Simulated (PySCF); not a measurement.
A side-by-side comparison of computed properties.

First species: cis-Zr(NH3)2F4 (singlet state).
SMILES: `[NH3]->[Zr](<-[NH3])([F])([F])([F])[F]`

Second species: C2H12AlNOSi.
Z-matrix (Å and degrees, PBE0-D3(BJ)/def2-SVP geometry), rows numbered from 1:
```
C 
O   1  1.3818
Al  2  1.7399  1  134.24
N   3  2.0453  2   91.89  1  -169.27
C   3  1.9853  2  115.51  1   -60.05
Si  5  1.8557  3  114.82  2   -99.99
H   1  1.1061  2  110.71  3   171.83
H   1  1.1100  2  112.97  3    52.41
H   1  1.1090  2  112.76  3   -68.82
H   3  1.6037  2  117.65  1    87.05
H   4  1.0214  3  116.48  2   162.96
H   4  1.0222  3  107.52  2    41.44
H   4  1.0209  3  109.13  2   -74.51
H   5  1.1043  3  109.81  2   137.22
H   5  1.1054  3  108.18  2    20.60
H   6  1.4985  5  116.33  3  -179.54
H   6  1.5072  5  110.78  3   -57.91
H   6  1.5047  5  110.79  3    58.30
```

Levels: CAM-B3LYP/def2-SVPD for dipole moment, HOMO energy, LUMO energy, HOMO–LUMO gap and static isotropic polarisability; TDDFT CAM-B3LYP/def2-SVPD for lowest singlet excitation; TDA CAM-B3LYP/def2-SVPD for lowest triplet excitation (Tamm–Dancoff); ΔSCF CAM-B3LYP/def2-SVPD for vertical ionisation energy; PBE0-D3(BJ)/def2-SVP for rotational constant A and rotational constant C. Geometries: PBE0-D3(BJ)/def2-SVP. All species are isolated and taken at one optimised geometry (atoms past krypton carry core potentials, spin–orbit coupling is left out); the electronic structure was computed with PySCF and density fitting.

Dipoles, sizes and rotational constants follow the conformer. The torsions of the flexible species, by atom-mapped SMILES:
- `[CH3:1][O:2][Al@@H-:3]([NH3+:4])[CH2:5][SiH3:6]`: C1–O2–Al3–N4 -169°, O2–Al3–C5–Si6 -100°

Values for the first species:

| Quantity | Value |
| --- | --- |
| Dipole moment | 6.38 D |
| HOMO energy | -11.20 eV |
| LUMO energy | 0.08 eV |
| HOMO–LUMO gap | 11.28 eV |
| Lowest singlet excitation | 7.90 eV |
| Lowest triplet excitation (Tamm–Dancoff) | 7.71 eV |
| Static isotropic polarisability | 60.0 au |
| Vertical ionisation energy | 12.07 eV |
| Rotational constant A | 1.755 GHz |
| Rotational constant C | 1.351 GHz |

Estimate the same properties for the second species, and the change in each.

```csv
property,first,second,second less first
dipole moment,6.38 D,3.17 D,-3.21 D
HOMO energy,-11.20 eV,-8.21 eV,+2.99 eV
LUMO energy,0.08 eV,0.37 eV,+0.29 eV
HOMO–LUMO gap,11.28 eV,8.58 eV,-2.70 eV
lowest singlet excitation,7.90 eV,6.09 eV,-1.81 eV
lowest triplet excitation (Tamm–Dancoff),7.71 eV,5.96 eV,-1.75 eV
static isotropic polarisability,60.0 au,95.0 au,+35.0 au
vertical ionisation energy,12.07 eV,8.88 eV,-3.19 eV
rotational constant A,1.755 GHz,3.131 GHz,+1.376 GHz
rotational constant C,1.351 GHz,1.002 GHz,-0.349 GHz
```

On the first: S1 lies 3.38 eV below the HOMO–LUMO gap. No computed singlet falls in the visible range (750 to 380 nm, 1.65 to 3.26 eV); S1 lies 4.64 eV above its blue end. Atoms past krypton carry effective core potentials; spin–orbit coupling is left out.

On the second: A dipole of 3.17 D is allowed in C1, and pure rotational transitions are dipole-allowed. The polarisability is 14.08 Å³ as a volume (1 au = 0.148185 Å³), or 1.44 au for each of the 66 electrons.
